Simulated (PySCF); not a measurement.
## Basis-set dependence of excited states

Hydrogen selenide, H2Se.
SMILES: `[SeH2]`

TDDFT with PBE0 (PySCF), vertical singlets, core orbitals frozen in the response, spherical d and f functions. Isolated species at its PBE0-D3(BJ)/def2-SVP geometry, gas phase. The PBE0/6-31G* calculation is non-relativistic and has no spin–orbit coupling, an omission that weighs most on selenium.

```json
{"basis": "6-31G*", "functions": "36", "diffuse": "no", "S1 (eV)": "5.47", "S2 (eV)": "7.10", "S3 (eV)": "9.48", "S4 (eV)": "10.12", "S5 (eV)": "11.99", "LUMO (eV)": "0.30", "α (au)": "20.1"}
{"basis": "def2-SVP", "functions": "42", "diffuse": "no", "S1 (eV)": "5.48", "S2 (eV)": "6.38", "S3 (eV)": "9.36", "S4 (eV)": "9.54", "S5 (eV)": "11.65", "LUMO (eV)": "0.38", "α (au)": "20.5"}
{"basis": "aug-cc-pVDZ", "functions": "54", "diffuse": "yes", "S1 (eV)": "5.32", "S2 (eV)": "5.41", "S3 (eV)": "7.08", "S4 (eV)": "7.45", "S5 (eV)": "7.89", "LUMO (eV)": "-0.43", "α (au)": "30.1"}
{"basis": "def2-SVPD", "functions": "57", "diffuse": "yes", "S1 (eV)": "5.34", "S2 (eV)": "5.62", "S3 (eV)": "7.23", "S4 (eV)": "7.39", "S5 (eV)": "7.83", "LUMO (eV)": "-0.11", "α (au)": "31.3"}
{"basis": "def2-TZVP", "functions": "60", "diffuse": "no", "S1 (eV)": "5.38", "S2 (eV)": "6.09", "S3 (eV)": "9.04", "S4 (eV)": "9.13", "S5 (eV)": "10.35", "LUMO (eV)": "0.08", "α (au)": "25.6"}
{"basis": "def2-TZVPD", "functions": "75", "diffuse": "yes", "S1 (eV)": "5.33", "S2 (eV)": "5.60", "S3 (eV)": "7.01", "S4 (eV)": "7.12", "S5 (eV)": "7.42", "LUMO (eV)": "-0.17", "α (au)": "31.6"}
{"basis": "aug-cc-pVTZ", "functions": "105", "diffuse": "yes", "S1 (eV)": "5.32", "S2 (eV)": "5.44", "S3 (eV)": "6.97", "S4 (eV)": "7.23", "S5 (eV)": "7.56", "LUMO (eV)": "-0.44", "α (au)": "31.4"}
```

**Question.** Compare the sets with the largest diffuse one.

**Answer.** States are compared by their number. Against the largest diffuse basis here (aug-cc-pVTZ, itself not a converged limit), sets without diffuse functions differ by up to 0.16 eV in S1 and 4.42 eV in S5; the smaller diffuse sets differ by up to 0.03 and 0.33 eV. State by state, the largest deviation of a set without diffuse functions is S1 0.16, S2 1.66, S3 2.51, S4 2.89, S5 4.42 eV. The same number needn't mean the same state in each row. Against aug-cc-pVTZ the polarisability deviates by -36% in 6-31G*, -35% in def2-SVP, -4% in aug-cc-pVDZ, 0% in def2-SVPD, -18% in def2-TZVP, +1% in def2-TZVPD.
